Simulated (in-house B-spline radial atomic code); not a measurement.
Successive ionisation energies of arsenic; each step leads to the configuration of the next row (after the last: bare). Dirac energy differences include first-order Breit, QED and recoil terms. NIST's values go from ground level to ground level; the uncertainty of those that are theory runs from under 0.1 % in few-electron ions to several per cent in heavy many-electron ones. Computed with a radial B-spline atomic code at the basis-set limit: Dirac-Hartree-Fock, average of the configuration, finite nuclei.

| ion | configuration | ionisation energy (eV) | tabulated value (eV) | tabulated kind | computed minus tabulated (eV) | highest orbital | largest mean radius (bohr) |
| --- | --- | --- | --- | --- | --- | --- | --- |
| As9+ | [Ar] 3d6 | 252.8 | 247 | tabulated theory | 6 | 3d5/2 | 0.58168 |
| As10+ | [Ar] 3d5 | 290.7 | 296 | tabulated theory | -5 | 3d5/2 | 0.57272 |
| As11+ | [Ar] 3d4 | 330.4 | 333 | tabulated theory | -3 | 3d5/2 | 0.56384 |
| As12+ | [Ar] 3d3 | 371.8 | 375 | tabulated theory | -3 | 3d5/2 | 0.55508 |
| As13+ | [Ar] 3d2 | 414.9 | 418 | tabulated theory | -3 | 3d5/2 | 0.54646 |
| As14+ | [Ar] 3d1 | ? | ? | tabulated theory | ? | ? | ? |
| As15+ | [Ne] 3s2 3p6 | 588.9 | 587.6 | semi-empirical | 1 | 3p3/2 | 0.53064 |
| As16+ | [Ne] 3s2 3p5 | 631.9 | 628.8 | semi-empirical | 3 | 3p3/2 | 0.52522 |
| As17+ | [Ne] 3s2 3p4 | 675.9 | 672.9 | semi-empirical | 3 | 3p3/2 | 0.51992 |
| As18+ | [Ne] 3s2 3p3 | 720.7 | 728.9 | semi-empirical | -8 | 3p3/2 | 0.51472 |
| As19+ | [Ne] 3s2 3p2 | 766.5 | 774 | semi-empirical | -8 | 3p3/2 | 0.50964 |
| As20+ | [Ne] 3s2 3p1 | 813.1 | 814 | semi-empirical | -1 | 3p3/2 | 0.50465 |
| As21+ | [Ne] 3s2 | 907.1 | 911.7 | semi-empirical | -5 | 3s1/2 | 0.49977 |
| As22+ | [Ne] 3s1 | 956.1 | 956.79 | semi-empirical | -1 | 3s1/2 | 0.49436 |
| As23+ | [He] 2s2 2p6 | 2366.0 | 2356.9 | semi-empirical | 9 | 2p3/2 | 0.19803 |
| As24+ | [He] 2s2 2p5 | 2499.6 | 2486 | semi-empirical | 14 | 2p3/2 | 0.19608 |
| As25+ | [He] 2s2 2p4 | 2636.1 | 2626 | semi-empirical | 10 | 2p3/2 | 0.19416 |
| As26+ | [He] 2s2 2p3 | 2775.5 | 2766 | semi-empirical | 10 | 2p3/2 | 0.19227 |
| As27+ | [He] 2s2 2p2 | 2917.8 | 2938 | semi-empirical | -20 | 2p3/2 | 0.19041 |
| As28+ | [He] 2s2 2p1 | 3063.1 | 3088.1 | semi-empirical | -25 | 2p3/2 | 0.18859 |
| As29+ | [He] 2s2 | ? | ? | semi-empirical | ? | ? | ? |
| As30+ | [He] 2s1 | ? | ? | tabulated theory | ? | ? | ? |
| As31+ | 1s2 | 14445.9 | 14447.68 | tabulated theory | -2 | 1s1/2 | 0.04509 |
| As32+ | 1s1 | 15028.9 | 15028.92 | tabulated theory | 0 | 1s1/2 | 0.044563 |

(1) Fill in the row of As14+.

(2) Fill in the row of As29+.

(3) Fill in the row of As30+.

(4) Where is the largest jump?

Where a p, d or f electron is removed, the computed value is a mean over both j, so it misses the tabulated one by a part of the spin-orbit splitting; averaging over terms and missing correlation add to the gap, relatively most at low charge.

## Answers

(1) ionisation energy (eV): 459.6; tabulated value (eV): 460; computed minus tabulated (eV): 0; highest orbital: 3d5/2; largest mean radius (bohr): 0.538.

(2) ionisation energy (eV): 3279.2; tabulated value (eV): 3287; computed minus tabulated (eV): -8; highest orbital: 2s1/2; largest mean radius (bohr): 0.18679.

(3) ionisation energy (eV): 3411.4; tabulated value (eV): 3411.643; computed minus tabulated (eV): 0; highest orbital: 2s1/2; largest mean radius (bohr): 0.18512.

(4) From As30+ to As31+, by a factor of 4.23 (3411.4 to 14446 eV); the highest orbital goes from 2s1/2 to 1s1/2.
